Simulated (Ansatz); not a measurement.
This geometry of F$_{3}$Si (4 atoms, charge 0, multiplicity 2) is a first-order saddle point.

Method: UKS r2SCAN-D4/6-31G* (Ansatz 0.2.0).

```xyz
4
Properties=species:S:1:pos:R:3
F 0.967 -0.197 1.374
Si -0.079 -0.230 0.128
F -1.270 -0.681 -0.885
F 0.383 1.107 -0.617
```

Which two structures does it join? (They come from a converged band through this point; their orientation in space is the band's.)

No bond is made or broken. The height of Si2 over the plane of its neighbours goes from -0.57 to 0.57 Å. The two ends are copies of one structure, up to a mirror image or an exchange of like atoms.

Image 0:

```xyz
4
Properties=species:S:1:pos:R:3
F 0.793 -0.512 1.163
Si -0.286 0.216 0.237
F -1.004 -0.901 -0.651
F 0.497 1.198 -0.749
```

Image 8:

```xyz
4
Properties=species:S:1:pos:R:3
F 0.602 -0.368 1.321
Si 0.286 -0.216 -0.237
F -1.195 -0.758 -0.493
F 0.307 1.342 -0.591
```

How far does it lie above each of them?

1.36 eV above the first and 1.36 eV above the second. This is the barrier of this one path; another mechanism may lie lower.

The run took 98 s on 1 thread of AMD EPYC 9R45 96-Core Processor (Zen 5) (shared host), peak memory 0.18 GiB.
